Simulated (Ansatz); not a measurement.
Ansatz results at the PBE0-D4/def2-TZVP geometry: HOMO–LUMO gap (B3LYP/def2-TZVPP) 4.95 eV; LUMO energy (PBE0/def2-TZVPP) -0.37 eV; HOMO energy (B3LYP/def2-TZVPP) -5.57 eV.

Each molecule was computed in one conformer, which needn't be the lowest.

Task: Which molecule gave them?
A. `[BH2][SnH2][CH3]`
B. `[SeH][CH]1[CH2][GeH2]1`
C. `CCSC=O`
D. `[SiH3]O/C=C\[TeH]`

Result: D. The others give `[SeH][CH]1[CH2][GeH2]1`: 5.43, -0.23, -5.89; `[BH2][SnH2][CH3]`: 4.87, -2.44, -7.52; `CCSC=O`: 6.27, -0.78, -7.30.

B3LYP here is the variant with VWN-RPA as its local correlation; programs differ in this.
